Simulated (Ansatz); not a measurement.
The same substitution along the group O, S, Se, Te.

Gas-phase electronic energies from Ansatz, PBE0-D4/def2-TZVP geometries. CCSD(T)/CBS is the MP2 limit (def2-TZVPP, def2-QZVPP) plus CCSD(T) − MP2 in def2-TZVPP, frozen cores. This one scheme is used for every species. Functionals use def2-TZVPP. B3LYP here is the variant with VWN-RPA as its local correlation; programs differ in this. def2 core potentials past Kr. For Se, Te outer-core shells are correlated without core-valence functions, which leaves a few kJ/mol of doubt a bond. Scalar relativity is left out up to krypton. One conformer a species, not always the lowest.

```
                                        reaction  RPA@PBE/def2-TZVPP (kJ/mol)  B3LYP-D4 (kJ/mol)  CCSD(T)/def2-SVP (kJ/mol)  r2SCAN-D4 (kJ/mol)
       `CCO[SiH3]` + `C=N` → `C=NCC` + `O[SiH3]`                          -27                -30                        -26                 -34
       `CCS[SiH3]` + `C=N` → `C=NCC` + `[SiH3]S`                           -3                 -3                        -14                  -4
`CC[Se][SiH3]` + `C=N` → `C=NCC` + `[SiH3][SeH]`                            6                  2                        -13                   0
`CC[Te][SiH3]` + `C=N` → `C=NCC` + `[SiH3][TeH]`                           12                  8                         -9                   5
```

Problem. Give the CCSD(T)/CBS values in the same order. (An estimate is asked.)

Solution. Computed: -34, 0, 5, 15 kJ/mol.

Largest T1 diagnostic: 0.012, for `C=N`.
